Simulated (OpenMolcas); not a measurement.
Levels of Pb2+ by method

```json
{"Program": "OpenMolcas 26.06", "Basis": "ANO-RCC-VTZP [8s7p5d3f2g]", "Scalar Hamiltonian": "X2C, point nucleus", "Active space": "2 electrons in 4 orbitals (6s 6p)", "State averaging": "2S+1 = 3 even, 3 roots; 2S+1 = 1 even, 7 roots; 2S+1 = 3 odd, 3 roots; 2S+1 = 1 odd, 3 roots", "Spin-orbit coupling": "RASSI with atomic mean-field integrals over the reference wave functions, term energies averaged over their components"}
```

Methods on the same reference wave functions:
A. CASSCF
B. SS-CASPT2, IPEA 0.25 Eh, imaginary shift 0.1 Eh (closed shells correlated: 5d)
C. MS-CASPT2, IPEA 0.25 Eh, imaginary shift 0.1 Eh (closed shells correlated: 5d)

Energies in cm-1 above 6s2 1S0, the measured ground level; measured values from Moore, Atomic Energy Levels, vol. III, NSRDS-NBS 35 (1971 reprint of NBS Circular 467, 1958).

| Level | A | B | C | Measured |
| --- | --- | --- | --- | --- |
| 6s2 1S0 | 0.0 | 0.0 | 0.0 | 0.0 |
| 6s 6p 3P* 0 | 55682 | 62340 | 62960 | 60397 |
| 6s 6p 3P* 1 | 59759 | 66000 | 66620 | 64391 |
| 6s 6p 3P* 2 | 70946 | 77610 | 78230 |  |
| 6s 6p 1P* 1 | 97158 | 93130 | 93740 | 95340 |
| 6p2 3P0 | 142278 | 147430 | 148050 | 142551 |
| 6p2 3P1 | 151483 | 157720 | 158340 | 155432 |
| 6p2 1S0 | 187682 | 185820 | 187060 | 188615 |

Deviations, from unrounded energies. A percentage is the sum of absolute deviations over the sum of measured energies, with the sign that they share, or ± where signs differ.

```csv
Against measurement,Levels,A,B,C
mean absolute deviation (cm-1),6,2700,2600,2700
other configurations (%),6,±2.3,±2.2,±2.3
```

A, B, C lie about equally close to measurement. The largest miss of B in the table is 6p2 3P0, by +4900 cm-1. The ranking rests on the paired levels alone, and a cruder setting can come out closer through cancelling errors.

Between B and C the level of the table that moves most is 6p2 1S0, by 1200 cm-1 (lowest in B, highest in C). Moves below CASPT2's spread within the term are not significant.

The lowest spin-free term lies below A's lowest term by 0.400 hartree in B, 0.403 hartree in C.

Over all roots computed the reference weight is 0.88 to 0.93 in B, 0.88 to 0.93 in C; the roots of lowest weight are the least certain, and an intruder state may touch them. The ¹D term of p² mixes with s d, which this space lacks. Spin-orbit splittings of 6p shells tend to come out small when the coupling is added on scalar orbitals. Measured partners are found by configuration, term and J. A level has none where our copy of the source lacks it or the pairing is in doubt (some pairs that miss far off the trend of their configuration count as doubtful), and it then counts in no deviation. Only configurations of the active space appear. The table leaves out levels that lie high or whose names do not pair safely across all columns.

* marks odd parity.
